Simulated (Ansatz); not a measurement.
`[BH2][AlH][O]C`, relaxed with RKS PBE0-D4/def2-TZVP in the Gaussian-basis code of Ansatz from a PBE-D4/def2-SVP geometry. The force threshold is 0.005 eV/Å; the program also tests the step.

Total charge 0; spin multiplicity 1.

Start:

```xyz
10

B    -1.403    1.670    0.278
Al    0.599    1.149   -0.246
O     1.128   -0.490   -0.281
C     0.598   -1.764   -0.047
H    -1.743    1.929    1.422
H    -2.304    1.758   -0.541
H     1.757    2.182   -0.640
H     0.695   -2.401   -0.956
H     1.154   -2.276    0.771
H    -0.482   -1.757    0.239
```

(1) How much energy does the relaxation release, and in how many steps? (An estimate is asked.)

(2) Which bonds change most? (Estimate.)

(3) Give the relaxed structure. (An estimate is asked.)

Results:

(1) Computed: 1.12 kcal/mol, in 8 steps, 1 of them rejected.

(2) The calculation gave: Al2–O3 from 1.723 to 1.693 Å; B1–H6 from 1.221 to 1.200 Å; B1–H5 from 1.221 to 1.200 Å; C4–H8 from 1.114 to 1.095 Å.

(3) The calculation gave: 
```xyz
10

B    -1.371    1.589    0.274
Al    0.639    1.127   -0.256
O     1.170   -0.481   -0.293
C     0.567   -1.713   -0.040
H    -1.712    1.814    1.402
H    -2.256    1.670   -0.533
H     1.745    2.197   -0.640
H     0.622   -2.351   -0.929
H     1.086   -2.230    0.774
H    -0.491   -1.622    0.241
```
